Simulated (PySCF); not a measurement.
phosphoric acid cation (H₃O₄P), SMILES O=P(O)(O)O (connectivity only; charge and spin as stated), charge +1, multiplicity 2. Atoms are numbered in the order given.

```xyz
8

O      0.8284     0.1057     1.3234
P      0.0309     0.0209    -0.0125
O      1.0579    -0.2889    -1.1749
O     -0.9539    -1.2030    -0.1425
O     -0.8131     1.3276    -0.1189
H      0.5928     0.7764     1.9977
H     -0.6261    -2.1188    -0.0101
H     -1.3843     1.4974    -0.8961
```
Charge +1, spin multiplicity 2.

The structure is a stationary point at TPSSh-D3(BJ)/def2-SVP. The multiplicity is an assumed one; other spin states were not compared. One conformer was computed; it need not be the lowest.

Two levels are set side by side: PBE/pcH-1 (PySCF) and B3LYP/pcH-1 (PySCF). Contact hyperfine couplings, same geometry. Differences are taken from unrounded values.

```
quantity                       B3LYP
----------------------------  ------
A(iso) of 17O, atom O1 (MHz)    -2.0
A(iso) of 31P, atom P2 (MHz)  -115.7
A(iso) of 17O, atom O3 (MHz)   -37.7
A(iso) of 17O, atom O4 (MHz)    -4.4
A(iso) of 17O, atom O5 (MHz)     1.3
A(iso) of 1H, atom H6 (MHz)     -2.4
A(iso) of 1H, atom H7 (MHz)     -9.2
A(iso) of 1H, atom H8 (MHz)     -0.7
```

Question: What does PBE give, and how far is it from B3LYP? (The exact figures need the calculation; the answer reports its results.)

Answer: 
```
quantity                         PBE  PBE minus B3LYP
----------------------------  ------  ---------------
A(iso) of 17O, atom O1 (MHz)    -1.2              0.8
A(iso) of 31P, atom P2 (MHz)  -106.0              9.7
A(iso) of 17O, atom O3 (MHz)   -18.2             19.4
A(iso) of 17O, atom O4 (MHz)    -3.9              0.5
A(iso) of 17O, atom O5 (MHz)     1.5              0.2
A(iso) of 1H, atom H6 (MHz)     -3.5             -1.1
A(iso) of 1H, atom H7 (MHz)    -10.3             -1.1
A(iso) of 1H, atom H8 (MHz)     -1.1             -0.4
```

Rough cost on one machine, each run with all the roots and properties that it gave: B3LYP against PBE within a factor of 2.
